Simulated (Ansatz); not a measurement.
[(OH)2Al]2O (Al2O5H4) was relaxed with PBE0-D4 (def2-SVP) in Ansatz in these states: charge +1 doublet, neutral singlet. The geometries follow in no particular order.

A:

```xyz
11

Al   -0.422   -0.249    1.690
O    -1.805    0.627    1.901
O     0.570   -1.203    2.583
O     0.020   -0.018    0.009
Al    0.436    0.234   -1.678
O    -0.592    1.203   -2.517
O     1.817   -0.623   -1.948
H    -2.602    1.152    1.914
H     0.775   -1.605    3.426
H    -0.812    1.620   -3.348
H     2.615   -1.139   -2.033
```

B:

```
atom    x (Å)    y (Å)    z (Å)
 Al1  -0.6621  -1.4169  -0.0898
  O2  -2.2440  -1.8697   0.3258
  O3   0.3777  -2.6072  -0.7033
  O4  -0.0840   0.1575   0.0798
 Al5   0.7890   1.6075   0.0957
  O6   1.4084   2.2736   1.5252
  O7   1.0746   2.5189  -1.3032
  H8  -2.9064  -1.2758   0.6802
  H9   0.1098  -3.5203  -0.8165
 H10   1.3209   1.8774   2.3918
 H11   0.8161   2.2551  -2.1859
```

Judge from the bond lengths which geometry belongs to which state (an estimate).

A is the charge +1 doublet (Al1–O4 1.754 Å, O4–Al5 1.756 Å, Al1–O3 1.641 Å); B is the neutral singlet (Al1–O4 1.686 Å, O4–Al5 1.693 Å, Al1–O3 1.695 Å).
